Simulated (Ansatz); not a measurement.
An input meant for B10⁺ (charge 1, doublet; atoms displaced at random, 0.08 Å in each coordinate).

```yaml
crystal:
  periodic: [false, false, false]
  atoms:
    - {symbol: B, position_ang: [-0.285706, -2.179182, -0.996038]}
    - {symbol: B, position_ang: [-0.717618, 1.240258, 0.075818]}
    - {symbol: B, position_ang: [0.212180, 2.360007, -0.081035]}
    - {symbol: B, position_ang: [1.047687, 0.123177, 0.694820]}
    - {symbol: B, position_ang: [0.738715, 1.022548, -0.716664]}
    - {symbol: B, position_ang: [0.574531, -0.716056, -0.724539]}
    - {symbol: B, position_ang: [-1.523721, -0.233985, 0.191473]}
    - {symbol: B, position_ang: [0.083046, -1.326237, 0.690973]}
    - {symbol: B, position_ang: [1.194350, 1.721966, 0.598131]}
    - {symbol: B, position_ang: [-1.365975, -1.863606, 0.108546]}
basis:
  gaussian: {orbitals: cc-pVTZ}
total_charge: 1
magnetization: {spin_polarized: true, initial_magnetization: 1}
hamiltonian: {xc: {name: PBE0}, dispersion: d2}
scf: {omitted_lower_state_checks: [starts]}
output: {forces: true}
```

```sh
$ ansatz run in.yaml --threads 4 --pin off --events-out ev --progress --plain --max-ram 6963MiB
```

It prints (some lines left out):

```
Error: YAML parse error: error: line 18 column 45: hamiltonian.dispersion: `d2` is not `none`, `rvv10`, `d3bj`, `d3bjatm`, `d4` or a map `{method: …, s8: …, a1: …, a2_bohr: …}` (numbers without units, a2 in bohr) or `{method: …, functional: …}`
16 | total_charge: 1
17 | magnetization: {spin_polarized: true, initial_magnetization: 1}
18 | hamiltonian: {xc: {name: PBE0}, dispersion: d2}
19 | scf: {omitted_lower_state_checks: [starts]}
20 | output: {forces: true}
```

(1) Something in this input is off. What?

Results:

(1) The program holds no damping parameters for this pairing of functional and dispersion term, so they'd have to be typed. The input was rejected before any iteration.
